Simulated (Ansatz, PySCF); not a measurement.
Process, species as SMILES: CN(C)B(O)O [dimethylaminoboronic acid] + 5 [H][H] (H2) -> B (BH3) + 2 C (CH4) + N (NH3) + 2 O (H2O)
Structures are relaxed separately at B3LYP-D3(BJ)/def2-TZVP in Ansatz (a program for electronic structure), one conformer each, not searched for the lowest. Frequencies are from Ansatz or PySCF.

Wanted: energy of full hydrogenation (enthalpy at 298 K, with B3LYP-D3(BJ) rigid-rotor harmonic-oscillator terms), in eV. Valence correlation only, unless marked. Spin-orbit coupling is left out. Non-relativistic. Basis-set limits of correlation are two-point, X^-3; Hartree-Fock from the larger set.

CCSD(T)/CBS(cc-pVTZ,cc-pVQZ) (Ansatz) gives 1.82 eV.

**Question.** Another calculation gave 1.83 eV. Which level was it?
A. HSE06/def2-TZVPD (Ansatz)
B. SVWN5/def2-TZVPD (Ansatz)
C. revPBE/def2-TZVPD (Ansatz)
D. r2SCAN0/def2-TZVPD (Ansatz)

**Answer.** D, r2SCAN0/def2-TZVPD (Ansatz). The others give 1.47 (revPBE), 1.63 (HSE06), 2.38 (SVWN5) eV.
